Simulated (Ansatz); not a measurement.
Start from `ClB1C[SiH2]1` and change one atom or group to get `O[SiH]1CB1Cl`.

Ansatz, PBE0-D4/def2-TZVP geometries, multiplicity 1. Each molecule was computed in one conformer, which needn't be the lowest.

```json
{"property": "HOMO–LUMO gap (PBE0/def2-TZVPP) / eV", "`ClB1C[SiH2]1`": "5.08"}
{"property": "HOMO–LUMO gap (PBE/def2-TZVPP) / eV", "`ClB1C[SiH2]1`": "3.07"}
{"property": "size of the dipole moment (ωB97M-V/def2-TZVPP) / D", "`ClB1C[SiH2]1`": "1.26"}
{"property": "HOMO–LUMO gap (ωB97M-V/def2-TZVPP) / eV", "`ClB1C[SiH2]1`": "9.17"}
{"property": "LUMO energy (B3LYP/def2-TZVPP) / eV", "`ClB1C[SiH2]1`": "-1.93"}
{"property": "HOMO energy (ωB97M-V/def2-TZVPP) / eV", "`ClB1C[SiH2]1`": "-8.92"}
```

(1) Give the same properties after the change, and the shifts. (Estimate.)

Answers

(1) Ansatz gave: 
```
                                          property  `O[SiH]1CB1Cl`  shift
              HOMO–LUMO gap (PBE0/def2-TZVPP) / eV            5.56   0.48
               HOMO–LUMO gap (PBE/def2-TZVPP) / eV            3.53   0.46
size of the dipole moment (ωB97M-V/def2-TZVPP) / D            3.25   1.99
           HOMO–LUMO gap (ωB97M-V/def2-TZVPP) / eV            9.65   0.48
               LUMO energy (B3LYP/def2-TZVPP) / eV           -1.42   0.51
             HOMO energy (ωB97M-V/def2-TZVPP) / eV           -8.90   0.02
```

The zero-point energy changes by 17.9 kJ/mol with +3 modes. Dipoles are sizes alone; their direction can turn.

B3LYP here is the variant with VWN-RPA as its local correlation; programs differ in this.
